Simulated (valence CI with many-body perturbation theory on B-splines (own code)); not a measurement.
The numbers below are computed, except where a source is named.
**Ladder of approximations for Sm55+**

Level of theory: relativistic CI+MBPT: five valence electrons over a frozen Dirac-Fock core [He], a basis of 9 s, 9 p, 8 d, 6 f, 3 g, 1 h functions for each j, with the one-electron correlation potential Σ1 (screened to all orders), the two-electron term Σ2, the three-electron term Σ3, Breit, model QED; selected single and double excitations, second order for the rest (own B-spline code, finite nucleus).

The last digits are not significant, and no measured levels were compared; by estimate large intervals hold to a few tenths of a per cent, small ones and those within an open d or f shell to about a per cent. Among the levels kept, up to 1200 cm⁻¹ of a level comes from second order outside the variational space, and about a tenth of that is noise between levels of different J, which matters for small intervals.

Each rung adds one term. CI alone is the Dirac-Coulomb CI over the frozen core; QED comes last and gives the full result, which names the levels. Energies are above (2s^2 2p1/2^2 2p3/2) J=3/2 on the same rung, in × 10³ cm⁻¹.

Levels are named by their leading jj configuration (3d3/2^4 stands for four electrons in 3d with j = 3/2), which in mixed levels can hold well under half, so a name can repeat and another be missing. Letters in brackets count levels of one name in rising energy.

| Level | CI alone |
| --- | --- |
| (2s^2 2p1/2 2p3/2^2) J=3/2 | 4987.9 |
| (2s^2 2p1/2 2p3/2^2) J=5/2 | 5210.4 |
| (2s^2 2p1/2 2p3/2^2) J=1/2 | 5467.5 |
| (2s 2p1/2^2 2p3/2^2) J=5/2 | 7163.7 |
| (2s 2p1/2^2 2p3/2^2) J=1/2 | 7788.9 |
| (2s 2p1/2^2 2p3/2^2) J=3/2 | 7833.8 |
| (2s^2 2p3/2^3) J=3/2 | 10484 |
| (2s 2p1/2 2p3/2^3) J=3/2 [a] | 12308 |
| (2s 2p1/2 2p3/2^3) J=5/2 | 12650 |
| (2s 2p1/2 2p3/2^3) J=1/2 | 12986 |
| (2s 2p1/2 2p3/2^3) J=3/2 [b] | 13094 |
| (2p1/2^2 2p3/2^3) J=3/2 | 15448 |
| (2s 2p3/2^4) J=1/2 | 18106 |
| (2p1/2 2p3/2^4) J=1/2 | 20637 |
| (2s^2 2p1/2^2 3s) J=1/2 | 49405 |
| (2s^2 2p1/2^2 3p1/2) J=1/2 | 50052 |

Q: What do these energies become with core correlation, Breit and QED?

A: (2s^2 2p1/2 2p3/2^2) J=3/2 4925.5 (-62.33); (2s^2 2p1/2 2p3/2^2) J=5/2 5101.6 (-108.78); (2s^2 2p1/2 2p3/2^2) J=1/2 5417.0 (-50.50); (2s 2p1/2^2 2p3/2^2) J=5/2 7063.4 (-100.28); (2s 2p1/2^2 2p3/2^2) J=1/2 7734.1 (-54.75); (2s 2p1/2^2 2p3/2^2) J=3/2 7746.1 (-87.69); (2s^2 2p3/2^3) J=3/2 10354 (-130.25); (2s 2p1/2 2p3/2^3) J=3/2 [a] 12170 (-137.28); (2s 2p1/2 2p3/2^3) J=5/2 12466 (-184.04); (2s 2p1/2 2p3/2^3) J=1/2 12847 (-138.68); (2s 2p1/2 2p3/2^3) J=3/2 [b] 12929 (-165.59); (2p1/2^2 2p3/2^3) J=3/2 15289 (-159.13); (2s 2p3/2^4) J=1/2 17909 (-197.35); (2p1/2 2p3/2^4) J=1/2 20412 (-224.34); (2s^2 2p1/2^2 3s) J=1/2 49377 (-28.10); (2s^2 2p1/2^2 3p1/2) J=1/2 50024 (-27.93).

Q: How does the ionisation energy move along the ladder, and which term matters most?

A: CI alone 11346, + Σ1 11347, + Σ2 11347, + Σ3 11347, + Breit 11338, + QED 11337 eV. The largest step is Breit, -8 eV. NIST lists 11337 ± 5 eV (theoretical).
